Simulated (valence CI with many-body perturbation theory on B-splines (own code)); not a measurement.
## Ru IV: calculated level list

Method: relativistic CI+MBPT: five valence electrons over a frozen Dirac-Fock core [Kr], radial functions for each j: 7 s, 7 p, 8 d, 6 f, 4 g, 1 h, with the one-electron correlation potential Σ1 (screened to all orders), the two-electron term Σ2, the three-electron term Σ3, Breit, model QED; selected single and double excitations, second order for the rest, scaled by the run's own slope (own B-spline code, finite nucleus).

No measured levels were compared; by estimate terms of the open shell hold to 2 to 4 % of their energy, and close levels can change places; different configurations can be misplaced against each other by 1,000 to 8,000 cm⁻¹. Among the levels kept, up to 2700 cm⁻¹ of a level comes from second order outside the variational space, and about a tenth of that is noise between levels of different J, which matters for small intervals.

Levels 91 to 135 of 219, with energies above the lowest level, 4d⁵ ⁶S_5/2. "Leading %" is the weight of the configuration and term that name the level; weights of strongly mixed levels are sums over their largest components and can fall short.

| No. | Configuration | Term | J | E (cm⁻¹) | Leading % | Second component | g |
| --- | --- | --- | --- | --- | --- | --- | --- |
| 91 | 4d⁴5s | ⁴P | 1/2 | 132323 | 95 |  | 2.648 |
| 92 | 4d⁴5s | ²F | 7/2 | 137306 | 62 | 34 % 4d⁴5s ²G | 1.053 |
| 93 | 4d⁴5s | ²P | 3/2 | 137657 | 93 |  | 1.336 |
| 94 | 4d⁴5p | ⁶F° | 1/2 | 137810 | 93 |  | -0.640 |
| 95 | 4d⁴5s | ²F | 5/2 | 137919 | 95 |  | 0.860 |
| 96 | 4d⁴5p | ⁶F° | 3/2 | 138414 | 94 |  | 1.067 |
| 97 | 4d⁴5s | ²G | 9/2 | 138439 | 95 |  | 1.114 |
| 98 | 4d⁴5s | ²G | 7/2 | 139015 | 62 | 34 % 4d⁴5s ²F | 0.980 |
| 99 | 4d⁴5p | ⁶F° | 5/2 | 139367 | 93 |  | 1.311 |
| 100 | 4d⁴5s | ²P | 1/2 | 139875 | 95 |  | 0.681 |
| 101 | 4d⁴5p | ⁴P° | 1/2 | 140125 | 67 | 28 % 4d⁴5p ⁶D° | 2.835 |
| 102 | 4d⁴5p | ⁶F° | 7/2 | 140608 | 91 |  | 1.392 |
| 103 | 4d⁴5p | ⁴P° | 3/2 | 141239 | 41 | 33 % 4d⁴5p ⁶P° | 1.987 |
| 104 | 4d⁴5p | ⁶P° | 5/2 | 142148 | 72 | 14 % 4d⁴5p ⁴P° | 1.815 |
| 105 | 4d⁴5p | ⁶F° | 9/2 | 142177 | 88 | 4 % 4d⁴5p ⁴F° | 1.429 |
| 106 | 4d⁴5p | ⁶P° | 7/2 | 142953 | 91 |  | 1.701 |
| 107 | 4d⁴5p | ⁶P° | 3/2 | 143092 | 62 | 18 % 4d⁴5p ⁴P° | 2.180 |
| 108 | 4d⁴5p | ⁶F° | 11/2 | 144400 | 96 |  | 1.452 |
| 109 | 4d⁴5p | ⁶D° | 5/2 | 144776 | 52 | 21 % 4d⁴5p ⁴P° | 1.674 |
| 110 | 4d⁴5p | ⁶D° | 1/2 | 145791 | 68 | 27 % 4d⁴5p ⁴P° | 3.122 |
| 111 | 4d⁴5p | ⁶D° | 7/2 | 146164 | 74 | 14 % 4d⁴5p ⁴F° | 1.525 |
| 112 | 4d⁴5p | ⁶D° | 3/2 | 146222 | 55 | 35 % 4d⁴5p ⁴P° | 1.760 |
| 113 | 4d⁴5p | ⁶D° | 9/2 | 146696 | 59 | 29 % 4d⁴5p ⁴F° | 1.475 |
| 114 | 4d⁴5p | ⁴P° | 5/2 | 146929 | 56 | 25 % 4d⁴5p ⁶D° | 1.549 |
| 115 | 4d⁴5p | ⁴F° | 3/2 | 147355 | 89 |  | 0.475 |
| 116 | 4d⁴5p | ⁴F° | 5/2 | 148025 | 79 | 11 % 4d⁴5p ⁶D° | 1.125 |
| 117 | 4d⁴5p | ⁴F° | 7/2 | 148877 | 74 | 18 % 4d⁴5p ⁶D° | 1.305 |
| 118 | 4d⁴5p | ⁴F° | 9/2 | 150124 | 59 | 34 % 4d⁴5p ⁶D° | 1.406 |
| 119 | 4d⁴5p | ⁴D° | 1/2 | 153014 | 84 | 7 % 4d⁴5p ²P° | 0.060 |
| 120 | 4d⁴5p | ⁴D° | 3/2 | 153765 | 88 |  | 1.199 |
| 121 | 4d⁴5s | ²D | 5/2 | 154329 | 96 |  | 1.200 |
| 122 | 4d⁴5s | ²D | 3/2 | 154368 | 96 |  | 0.800 |
| 123 | 4d⁴5p | ⁴D° | 5/2 | 154556 | 90 |  | 1.367 |
| 124 | 4d⁴5p | ⁴H° | 7/2 | 154609 | 81 | 5 % 4d⁴5p ²G° | 0.726 |
| 125 | 4d⁴5p | ⁴H° | 9/2 | 155041 | 66 | 22 % 4d⁴5p ⁴I° | 0.930 |
| 126 | 4d⁴5p | ⁴D° | 7/2 | 155175 | 88 |  | 1.404 |
| 127 | 4d⁴5p | ⁴D° | 1/2 | 155904 | 84 | 5 % 4d⁴5p ²P° | 0.128 |
| 128 | 4d⁴5p | ⁴H° | 11/2 | 156060 | 68 | 23 % 4d⁴5p ⁴I° | 1.093 |
| 129 | 4d⁴5p | ⁴H° | 13/2 | 157362 | 68 | 19 % 4d⁴5p ⁴I° | 1.190 |
| 130 | 4d⁴5p | ⁴I° | 9/2 | 157577 | 39 | 21 % 4d⁴5p ⁴H° | 0.909 |
| 131 | 4d⁴5p | ⁴D° | 3/2 | 157577 | 83 |  | 1.167 |
| 132 | 4d⁴5p | ⁴G° | 5/2 | 157655 | 80 | 7 % 4d⁴5p ²F° | 0.640 |
| 133 | 4d⁴5p | ²G° | 7/2 | 157871 | 43 | 18 % 4d⁴5p ⁴G° | 0.929 |
| 134 | 4d⁴5p | ⁴G° | 9/2 | 158851 | 32 | 26 % 4d⁴5p ⁴I° | 1.035 |
| 135 | 4d⁴5p | ⁴G° | 7/2 | 159504 | 39 | 12 % 4d⁴5p ⁴D° | 1.070 |

Names give the largest LS component (configuration and term), which can be under half, so a name can repeat, a term be missing and a line seem to break the LS rules; names also repeat where a configuration has a term twice.

Where two levels of one J and parity lie close, their mixing, g and order are uncertain.
